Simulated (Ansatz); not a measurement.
Consider the substitution at a C–Si bond: `C#C[SiH2][CH](F)[AlH2]` + `CNCN` → `C#CN(C)CN` + `F[CH]([AlH2])[SiH3]`.

Calculated with Ansatz (gas phase, PBE0-D4/def2-TZVP geometries, no zero-point term in ΔE). CBS: MP2 limit from def2 TZ/QZ plus the TZ coupled-cluster correction, frozen cores. Functionals use def2-TZVPP. Each species was taken in one conformer, which may not be the lowest.

`C#C[SiH2][CH](F)[AlH2]`:

Cartesian coordinates in Å:
```
C -1.296 -0.283 -1.724
C -0.585 -0.899 -0.958
Si 0.552 -1.380 0.434
C 0.568 0.281 1.303
F -0.389 0.295 2.336
Al -0.023 1.434 -0.254
H -1.944 0.195 -2.426
H 1.853 -1.733 -0.186
H -0.038 -2.528 1.161
H 1.543 0.540 1.727
H 1.122 1.806 -1.291
H -1.363 2.272 -0.119
```

`CNCN`:

Z-matrix (Å, degrees):
```
C
N 1 1.446
H 1 1.093 2 110.0
H 1 1.091 2 109.9 3 117.6
H 1 1.104 2 113.8 3 -120.8
C 2 1.453 1 114.0 3 66.7
H 2 1.012 1 110.1 3 -169.9
N 6 1.440 2 114.7 1 -75.2
H 6 1.094 2 107.1 1 164.3
H 6 1.103 2 112.1 1 47.0
H 8 1.013 6 109.8 2 -48.2
H 8 1.011 6 111.4 2 71.0
```

`C#CN(C)CN`:

Cartesian coordinates in Å:
```
C -0.032 -1.103 -2.179
C 0.201 -0.525 -1.147
N 0.438 0.141 -0.013
C 1.621 -0.254 0.729
C -0.751 0.415 0.818
N -1.826 1.053 0.135
H -0.217 -1.591 -3.104
H 1.498 -1.223 1.232
H 2.468 -0.323 0.048
H 1.838 0.506 1.482
H -1.122 -0.521 1.258
H -0.403 1.054 1.634
H -2.194 0.456 -0.595
H -1.519 1.915 -0.297
```

`F[CH]([AlH2])[SiH3]`:

Cartesian coordinates in Å:
```
F 0.886 -0.285 -1.739
C 0.458 0.315 -0.534
Al -1.416 0.931 -0.684
Si 0.762 -0.886 0.893
H 1.106 1.186 -0.351
H -2.259 0.583 -1.976
H -2.016 1.749 0.536
H -0.152 -2.056 0.789
H 2.166 -1.374 0.906
H 0.466 -0.162 2.159
```

```
             level  ΔE (kJ/mol)
         r2SCAN-D4         89.1
           ωB97X-V         86.0
              PBE0         84.0
     HF/def2-TZVPP         74.3
SCS-MP2/def2-TZVPP         90.1
CCSD(T)/def2-TZVPP         92.8
     HF/def2-QZVPP         74.7
      HF/CBS(def2)         74.7
```

Q: What does CCSD(T)/CBS give? (An estimate is asked.)

A: Computed: +95.9 kJ/mol. The listed levels differ from it by -6.8, -9.9, -11.9, -21.6, -5.8, -3.1, -21.2, -21.2 kJ/mol.

Largest T1 diagnostic among the species: 0.013.

In def2-TZVPP, CCSD(T) changes the Hartree–Fock value by +18.5 kJ/mol (the triples alone add +2.3 kJ/mol) and MP2 by +17.8 kJ/mol. From PBE to PBE0 (25 % exact exchange), in def2-TZVPP and without D4, ΔE moves by +3.4 kJ/mol.
